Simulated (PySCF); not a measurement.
formic acid (CH₂O₂), singlet, at a GFN2-xTB geometry; BLYP/STO-3G (PySCF).

PySCF was given this input:
```python
from pyscf import gto, scf, dft

mol = gto.M(
    atom='''
O    -1.016135   -0.435064    0.000080
C    -0.001727    0.412940   -0.007311
O     1.152871    0.114081    0.006617
H    -0.699045   -1.354439    0.018703
H    -0.384483    1.444668   -0.028412
''',
    basis='sto-3g',
    charge=0,
    spin=0,
    verbose=4,
    symmetry=True,
)

mf = dft.RKS(mol)
mf.xc = 'blyp'
mf.irrep_nelec = {"A'": 22, 'A"': 2}
mf.kernel()
mf.analyze()
```

It wrote (shortened):

```
PySCF version 2.14.0

[INPUT] verbose = 4
[INPUT] num. atoms = 5
[INPUT] num. electrons = 24
[INPUT] charge = 0
[INPUT] spin (= nelec alpha-beta = 2S) = 0
[INPUT] symmetry True subgroup None
[INPUT] Mole.unit = angstrom
[INPUT] Symbol           X                Y                Z      unit          X                Y                Z       unit  Magmom
[INPUT]  1 O     -1.016135000000  -0.435064000000   0.000080000000 AA   -1.920216855585  -0.822151806658   0.000151178090 Bohr   0.0
[INPUT]  2 C     -0.001727000000   0.412940000000  -0.007311000000 AA   -0.003263557017   0.780343505878  -0.013815787697 Bohr   0.0
[INPUT]  3 O      1.152871000000   0.114081000000   0.006617000000 AA    2.178610446953   0.215581846017   0.012504317766 Bohr   0.0
[INPUT]  4 H     -0.699045000000  -1.354439000000   0.018703000000 AA   -1.321003598747  -2.559518762430   0.035343547708 Bohr   0.0
[INPUT]  5 H     -0.384483000000   1.444668000000  -0.028412000000 AA   -0.726567569551   2.730026860923  -0.053690898651 Bohr   0.0

nuclear repulsion = 70.7469408160954
point group symmetry = Cs
symmetry origin: [-1.57477177e-07  3.93692943e-07  7.87385885e-08]
symmetry axis x: [ 0.32139848 -0.9467506   0.01913935]
symmetry axis y: [0.94691444 0.32148258 0.00140912]
symmetry axis z: [-0.00748705  0.01767043  0.99981583]
num. orbitals of irrep A' = 14
num. orbitals of irrep A" = 3
number of shells = 11
number of NR pGTOs = 51
number of NR cGTOs = 17
basis = sto-3g
ecp = {}

******** <class 'pyscf.dft.rks_symm.SymAdaptedRKS'> ********
method = SymAdaptedRKS
initial guess = minao
damping factor = 0
level_shift factor = 0
DIIS = <class 'pyscf.scf.diis.CDIIS'>
diis_start_cycle = 1
diis_space = 8
diis_damp = 0
SCF conv_tol = 1e-09
SCF conv_tol_grad = None
SCF max_cycles = 50
direct_scf = True
direct_scf_tol = 1e-13
XC library pyscf.dft.libxc version 7.1.2
    S. Lehtola, C. Steigemann, M. J. T. Oliveira, and M. A. L. Marques,  SoftwareX 7, 1–5 (2018)
XC functionals = blyp
    A. D. Becke,  Phys. Rev. A 38, 3098 (1988)
    C. Lee, W. Yang, and R. G. Parr,  Phys. Rev. B 37, 785 (1988)
    B. Miehlich, A. Savin, H. Stoll, and H. Preuss,  Chem. Phys. Lett. 157, 200 (1989)
radial grids:
    Treutler-Ahlrichs [JCP 102, 346 (1995); DOI:10.1063/1.469408] (M4) radial grids

becke partition: Becke, JCP 88, 2547 (1988); DOI:10.1063/1.454033
pruning grids: <function nwchem_prune>
grids dens level: 3
symmetrized grids: True
atomic radii adjust function: <function treutler_atomic_radii_adjust>
small_rho_cutoff = 0
Freeze 24 electrons in irreps ["A'", 'A"']
    0 free electrons in irreps
Set gradient conv threshold to 3.16228e-05
Initial guess from minao.
tot grids = 61904
init E= -187.65427856952
HOMO (A') = 0.219598868090988  LUMO (A") = -0.32685806283417  gap/eV = -14.86985

WARN: A' HOMO 0.219598868090988 > system LUMO -0.32685806283417

WARN: A" LUMO -0.32685806283417 < system HOMO 0.219598868090988

cycle= 1 E= -185.782064988375  delta_E= 1.87  |g|= 0.633  |ddm|= 5.25
HOMO (A') = 0.188545907089072  LUMO (A") = -0.280477788879899  gap/eV = -12.76278

WARN: A' HOMO 0.188545907089072 > system LUMO -0.280477788879899

WARN: A" LUMO -0.280477788879899 < system HOMO 0.188545907089072

cycle= 2 E= -184.444516536958  delta_E= 1.34  |g|= 1.66  |ddm|= 8.79
HOMO (A') = 0.244090926155489  LUMO (A") = -0.32780496035536  gap/eV = -15.56208

WARN: A' HOMO 0.244090926155489 > system LUMO -0.32780496035536

WARN: A" LUMO -0.32780496035536 < system HOMO 0.244090926155489

cycle= 3 E= -185.625564903082  delta_E= -1.18  |g|= 0.811  |ddm|= 8.03
HOMO (A') = 0.348472363412174  LUMO (A") = -0.264902749009218  gap/eV = -16.69079

WARN: A' HOMO 0.348472363412174 > system LUMO -0.264902749009218

WARN: A" LUMO -0.264902749009218 < system HOMO 0.348472363412174

cycle= 4 E= -185.930883547148  delta_E= -0.305  |g|= 0.398  |ddm|= 3.36
HOMO (A') = 0.340231670136532  LUMO (A") = -0.240377647888178  gap/eV = -15.79918

WARN: A' HOMO 0.340231670136532 > system LUMO -0.240377647888178

WARN: A" LUMO -0.240377647888178 < system HOMO 0.340231670136532

cycle= 5 E= -185.848032355578  delta_E= 0.0829  |g|= 0.641  |ddm|= 4.68
HOMO (A') = 0.341504258355859  LUMO (A") = -0.256790704963652  gap/eV = -16.28044

WARN: A' HOMO 0.341504258355859 > system LUMO -0.256790704963652

WARN: A" LUMO -0.256790704963652 < system HOMO 0.341504258355859

cycle= 6 E= -185.887079972802  delta_E= -0.039  |g|= 0.499  |ddm|= 0.616
HOMO (A') = 0.348158198987188  LUMO (A") = -0.256229965113903  gap/eV = -16.44624

WARN: A' HOMO 0.348158198987188 > system LUMO -0.256229965113903

WARN: A" LUMO -0.256229965113903 < system HOMO 0.348158198987188

cycle= 7 E= -185.95821896339  delta_E= -0.0711  |g|= 0.389  |ddm|= 1.24
HOMO (A') = 0.337010684508824  LUMO (A") = -0.262607347570087  gap/eV = -16.31644

WARN: A' HOMO 0.337010684508824 > system LUMO -0.262607347570087

WARN: A" LUMO -0.262607347570087 < system HOMO 0.337010684508824

cycle= 8 E= -185.879439878119  delta_E= 0.0788  |g|= 0.461  |ddm|= 1.67
HOMO (A') = 0.344757687574635  LUMO (A") = -0.270836760480615  gap/eV = -16.75118

WARN: A' HOMO 0.344757687574635 > system LUMO -0.270836760480615

WARN: A" LUMO -0.270836760480615 < system HOMO 0.344757687574635

cycle= 9 E= -186.025951946147  delta_E= -0.147  |g|= 0.102  |ddm|= 3.11
HOMO (A') = 0.347461889312066  LUMO (A") = -0.266425704550675  gap/eV = -16.70473

WARN: A' HOMO 0.347461889312066 > system LUMO -0.266425704550675

WARN: A" LUMO -0.266425704550675 < system HOMO 0.347461889312066

cycle= 10 E= -186.027217579725  delta_E= -0.00127  |g|= 0.078  |ddm|= 0.282
HOMO (A') = 0.348382232447961  LUMO (A") = -0.264620839927392  gap/eV = -16.68066

WARN: A' HOMO 0.348382232447961 > system LUMO -0.264620839927392

WARN: A" LUMO -0.264620839927392 < system HOMO 0.348382232447961

cycle= 11 E= -186.019167660271  delta_E= 0.00805  |g|= 0.131  |ddm|= 0.52
HOMO (A') = 0.347988369783582  LUMO (A") = -0.266893491360327  gap/eV = -16.73179

WARN: A' HOMO 0.347988369783582 > system LUMO -0.266893491360327

WARN: A" LUMO -0.266893491360327 < system HOMO 0.347988369783582

cycle= 12 E= -186.030204940825  delta_E= -0.011  |g|= 0.0206  |ddm|= 0.834
HOMO (A') = 0.348194313787687  LUMO (A") = -0.266806232319068  gap/eV = -16.73502

WARN: A' HOMO 0.348194313787687 > system LUMO -0.266806232319068

WARN: A" LUMO -0.266806232319068 < system HOMO 0.348194313787687

cycle= 13 E= -186.030413986512  delta_E= -0.000209  |g|= 0.00387  |ddm|= 0.127
HOMO (A') = 0.348140938771046  LUMO (A") = -0.266848917019358  gap/eV = -16.73473

WARN: A' HOMO 0.348140938771046 > system LUMO -0.266848917019358

WARN: A" LUMO -0.266848917019358 < system HOMO 0.348140938771046

cycle= 14 E= -186.030421464937  delta_E= -7.48e-06  |g|= 0.000838  |ddm|= 0.0275
HOMO (A') = 0.348140602130574  LUMO (A") = -0.266861924394161  gap/eV = -16.73507

WARN: A' HOMO 0.348140602130574 > system LUMO -0.266861924394161

WARN: A" LUMO -0.266861924394161 < system HOMO 0.348140602130574

cycle= 15 E= -186.030421936344  delta_E= -4.71e-07  |g|= 8.5e-05  |ddm|= 0.00562
HOMO (A') = 0.348140411339861  LUMO (A") = -0.266863298694782  gap/eV = -16.73510

WARN: A' HOMO 0.348140411339861 > system LUMO -0.266863298694782

WARN: A" LUMO -0.266863298694782 < system HOMO 0.348140411339861

cycle= 16 E= -186.030421941188  delta_E= -4.84e-09  |g|= 5.96e-06  |ddm|= 0.000599
HOMO (A') = 0.348140459467579  LUMO (A") = -0.266863355006813  gap/eV = -16.73511

WARN: A' HOMO 0.348140459467579 > system LUMO -0.266863355006813

WARN: A" LUMO -0.266863355006813 < system HOMO 0.348140459467579

cycle= 17 E= -186.03042194121  delta_E= -2.18e-11  |g|= 4.45e-07  |ddm|= 4.19e-05
HOMO (A') = 0.348140416594504  LUMO (A") = -0.266863343527647  gap/eV = -16.73510

WARN: A' HOMO 0.348140416594504 > system LUMO -0.266863343527647

WARN: A" LUMO -0.266863343527647 < system HOMO 0.348140416594504

Extra cycle  E= -186.03042194119  delta_E= 2.03e-11  |g|= 5.73e-06  |ddm|= 4.16e-05
converged SCF energy = -186.03042194119
**** SCF Summaries ****
Total Energy =                        -186.030421941189672
Nuclear Repulsion Energy =              70.746940816095432
One-electron Energy =                 -394.965395296989584
Two-electron Energy =                  138.188032539704466
Two-electron Coulomb Energy =          161.583274360468039
DFT Exchange-Correlation Energy =      -23.395241820763587
HOMO-LUMO gap [eV] =                   -16.735104720435327
Wave-function symmetry = A'
occupancy for each irrep:     A'   A"
                              11    1
**** MO energy ****
MO #1 (A' #1), energy= -18.7022318555077 occ= 2
MO #2 (A' #2), energy= -18.6754217986217 occ= 2
MO #3 (A' #3), energy= -9.77915290170623 occ= 2
MO #4 (A' #4), energy= -1.01625994374031 occ= 2
MO #5 (A' #5), energy= -0.927337639956411 occ= 2
MO #6 (A' #6), energy= -0.512445618196112 occ= 2
MO #7 (A' #7), energy= -0.396190289432845 occ= 2
MO #8 (A' #8), energy= -0.38949731762677 occ= 2
MO #9 (A" #1), energy= -0.380219474277045 occ= 2
MO #10 (A' #9), energy= -0.277005598444073 occ= 2
MO #11 (A' #10), energy= -0.185899670146723 occ= 2
MO #12 (A' #11), energy= 0.348140416594504 occ= 2
MO #13 (A" #2), energy= -0.266863343527647 occ= 0
MO #14 (A" #3), energy= 0.035405710606728 occ= 0
MO #15 (A' #12), energy= 0.383553752117165 occ= 0
MO #16 (A' #13), energy= 0.437945685056698 occ= 0
MO #17 (A' #14), energy= 0.591738766515946 occ= 0
 ** Mulliken pop on meta-lowdin orthogonal AOs  **
 ** Mulliken pop  **
pop of  0 O 1s            1.99998
pop of  0 O 2s            1.93997
pop of  0 O 2px           1.85770
pop of  0 O 2py           1.39159
pop of  0 O 2pz           0.51227
pop of  1 C 1s            1.99981
pop of  1 C 2s            1.40564
pop of  1 C 2px           0.88187
pop of  1 C 2py           1.02537
pop of  1 C 2pz           0.71592
pop of  2 O 1s            1.99987
pop of  2 O 2s            1.76696
pop of  2 O 2px           1.50331
pop of  2 O 2py           1.84941
pop of  2 O 2pz           0.77267
pop of  3 H 1s            1.27002
pop of  4 H 1s            1.10764
 ** Mulliken atomic charges  **
charge of    0O =      0.29849
charge of    1C =     -0.02860
charge of    2O =      0.10778
charge of    3H =     -0.27002
charge of    4H =     -0.10764
Dipole moment(X, Y, Z, Debye):  0.01039,  0.67911, -0.01192
```
